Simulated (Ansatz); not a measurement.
**Match the barriers**

Saddle point of BSiH$_{6}$BrO, closed shell (SiH₄O ([OH][SiH3]) + BH₂Br ([BH2][Br]) → BSiH₅O ([BH2][O][SiH3]) + HBr; bonds formed: Br2–H5; dative contacts that become bonds: B1–O6; bonds broken: B1–Br2, H5–O6), PBE0-D4/def2-TZVP structure:

```xyz
10
angstrom
B -0.2339 -1.3038 0.2745
Br 2.1263 -1.6617 -0.0887
H -0.6678 -2.2896 -0.2289
H -0.3249 -1.0734 1.4445
H 1.1249 -0.5560 -0.7254
O -0.1107 -0.1386 -0.6150
Si -0.4145 1.4361 -0.1094
H 0.4617 1.7648 1.0400
H -0.1206 2.3031 -1.2711
H -1.8407 1.5188 0.2796
```

Computed with Ansatz 0.2.0 (basis: def2-TZVPP, with def2-QZVPP for the basis limit); correlated methods freeze the cores. Filled d shells of the heavier atoms are correlated. The def2 sets are not built for correlating such inner shells, so the correlated values are less sure here. B3LYP uses VWN-RPA correlation. Extrapolation: Hartree–Fock as exp(−7.88 √X), correlation as X^−2.97. Four methods, as single points on the PBE0-D4 structures, gave these electronic barriers from the start structure: 0.587, 0.709, 0.863, 1.036 eV.

**Question.** The methods were, in alphabetical order, B3LYP-D4, BHLYP-D4, HF, SPW92. Which gave which? (A judgement: the text doesn't fix the answer.)

**Answer.** Computed: SPW92 0.587; B3LYP-D4 0.709; BHLYP-D4 0.863; HF 1.036 eV. For comparison, CCSD(T) at an estimated basis limit (MP2 extrapolated from triple and quadruple zeta, plus CCSD(T) − MP2 in triple zeta) gives 0.817 eV.

T1 diagnostic: at most 0.011.

The step is the kind of ligand exchange by which a precursor binds to a hydroxyl group, or is hydrolysed, in atomic layer deposition of oxides.

Labels in which every atom is bracketed show which atoms are joined, not bond orders.

For scale, one of the runs: CCSD(T)/def2-TZVPP, 236 basis functions, launched by `ansatz run in.yaml --threads 8 --pin off --events-out ev --progress --plain --max-ram 19148MiB`. The run took 73 s on 8 CPU threads of an Arm Neoverse V2 (shared host), with 4.4 GiB of host memory at its peak.
